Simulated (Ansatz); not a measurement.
Gas-phase electronic energies from Ansatz, PBE0-D4/def2-TZVP geometries. CCSD(T)/CBS adds triple-zeta CCSD(T) − MP2 to the extrapolated MP2 energy (def2 sets, frozen cores). This one scheme is used for every species. Functionals use def2-TZVPP. B3LYP here is the variant with VWN-RPA as its local correlation; programs differ in this. def2 core potentials past Kr. For Sn outer-core shells are correlated without core-valence functions, which leaves a few kJ/mol of doubt a bond. One conformer a species, not always the lowest.

`F[SiH2][SiH2]Cl` + `F[CH2][SnH3]` → `F[SiH2][CH](F)[SnH3]` + `[SiH3]Cl`  (formal exchange of groups at the Si–Si bond)

```tsv
level	ΔE (kJ/mol)
B2PLYP	-3.6
B3LYP	1.7
HF/def2-QZVPP	-3.8
MP2/CBS(def2)	-10.3
```

(1) What does CCSD(T)/CBS give? (Best estimate.)

Largest T1 diagnostic among the species: 0.013.

## Answers

(1) Ansatz gave: -5.6 kJ/mol. The listed levels differ from it by 2.0, 7.3, 1.8, -4.7 kJ/mol.

The D4 term adds −3.3 kJ/mol with B3LYP and −1.8 kJ/mol with PBE0; it sums over pairs of atoms, weighted by their polarisabilities, and B3LYP, whose exchange is more repulsive, gets the larger term.
